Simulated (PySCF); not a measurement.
Simulated C 1s region for `CCN(CC)[P+](C)(C)C`, binding energy against the vacuum level.

Every computed line was given a Gaussian of 0.8 eV full width at half maximum and an area set by the number of equivalent atoms; the highest printed point is 100. Computed with delta-SCF UKS SCAN, pcX-2 on the ionised atom, pcseg-1 elsewhere, spin-free X2C (PySCF 2.14.0).

(binding energy (eV), intensity): (293.0, 0), (293.1, 0), (293.2, 1), (293.3, 1), (293.4, 3), (293.5, 5), (293.6, 9), (293.7, 15), (293.8, 22), (293.9, 29), (294.0, 35), (294.1, 40), (294.2, 41), (294.3, 39), (294.4, 34), (294.5, 29), (294.6, 25), (294.7, 24), (294.8, 27), (294.9, 36), (295.0, 49), (295.1, 65), (295.2, 81), (295.3, 94), (295.4, 100), (295.5, 98), (295.6, 88), (295.7, 73), (295.8, 56), (295.9, 39), (296.0, 25), (296.1, 15), (296.2, 8), (296.3, 4), (296.4, 2), (296.5, 1), (296.6, 0)

Count the maxima, the lines and the sites behind this envelope.

The curve has 2 maxima (at 294.2 and 295.4 eV). Under it lie 3 lines from 3 inequivalent carbon sites. At this width some lines have no maximum of their own.

Decompose the envelope and assign each component. Numbering: `[CH3:1][CH2:2][N:3]([CH2:4][CH3:5])[P+:6]([CH3:7])([CH3:8])[CH3:9]`.

```tsv
position (eV)	relative area	line	atoms	environment
294.18	2	C 1s	C1/C5	methyl carbon
295.38	3	C 1s	C7/C8/C9	sp3 carbon bound to phosphorus
295.50	2	C 1s	C2/C4	sp3 carbon bound to nitrogen
```

The listed C 1s values span 1.32 eV, from C1/C5 (bonded to C and 3 H) to C2/C4 (bonded to N, C and 2 H). The widest gap between neighbouring values is 1.20 eV, between 294.18 and 295.38 eV. Summing the Pauling electronegativity differences to the bonded atoms, each weighted by its formal bond order, gives -1.05 for the lowest site and -0.21 for the highest; no listed site has a larger sum than the highest. The smallest sum, -1.41, belongs to C7/C8/C9, 1.20 eV above the lowest.

No satellites, vibrations or lifetime broadening are included. One atom of each set of topologically equivalent atoms was ionised and stands for the set; in this conformer not all members are related by symmetry, and their own values weren't computed. The species carries charge +1, so core ionisation leaves charge +2. Isolated species at its PBE0-D3(BJ)/def2-SVP geometry (one conformer only).

Conformer computed: `[CH3:1][CH2:2][N:3]([CH2:4][CH3:5])[P+:6]([CH3:7])([CH3:8])[CH3:9]`: C1–C2–N3–C4 -85°, C2–N3–C4–C5 -85°, C2–N3–P6–C7 26°.
